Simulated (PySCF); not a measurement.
**P (phosphorus, neutral): UHF calculation**

Configuration: [Ne] 3s2 3p3, high-spin 4S determinant. All numbers are calculated (PySCF 2.14, no relativity, point nucleus, in pcseg-2).

```
Total energy                                     : -340.709213 hartree
One-electron energy                              : -471.6717 hartree
Hartree (Coulomb) energy                         : 153.6126 hartree
Exchange energy                                  : -22.6501 hartree
Kinetic energy                                   : 341.43984 hartree
⟨S²⟩                                             : 3.7501
⟨L²⟩                                             : 0.000
Sum of ⟨r⟩                                       : 14.99 bohr
Sum of ⟨r²⟩                                      : 30.40 bohr²
Density at the nucleus (Gaussians lack the cusp) : 2140 bohr⁻³
Spin density at the nucleus                      : 0.0878 bohr⁻³
Langevin diamagnetic susceptibility              : -24.1 ×10⁻⁶ cm³/mol
Time after the integrals                         : 0.06 s of wall time on 1 thread of Neoverse-V2 (shared host)
```

```json
{"shell": "1s α", "electrons": "1", "mean orbital energy (eV)": "-2174.9", "rms radius, mean of both spins (bohr)": "0.120"}
{"shell": "1s β", "electrons": "1", "mean orbital energy (eV)": "-2174.4", "rms radius, mean of both spins (bohr)": "0.120"}
{"shell": "2s α", "electrons": "1", "mean orbital energy (eV)": "-204.38", "rms radius, mean of both spins (bohr)": "0.563"}
{"shell": "2s β", "electrons": "1", "mean orbital energy (eV)": "-203.76", "rms radius, mean of both spins (bohr)": "0.563"}
{"shell": "2p α", "electrons": "3", "mean orbital energy (eV)": "-147.25", "rms radius, mean of both spins (bohr)": "0.540"}
{"shell": "2p β", "electrons": "3", "mean orbital energy (eV)": "-146.14", "rms radius, mean of both spins (bohr)": "0.540"}
{"shell": "3s α", "electrons": "1", "mean orbital energy (eV)": "-22.732", "rms radius, mean of both spins (bohr)": "2.09"}
{"shell": "3s β", "electrons": "1", "mean orbital energy (eV)": "-15.173", "rms radius, mean of both spins (bohr)": "2.09"}
{"shell": "3p α", "electrons": "3", "mean orbital energy (eV)": "-10.664", "rms radius, mean of both spins (bohr)": "2.53"}
```
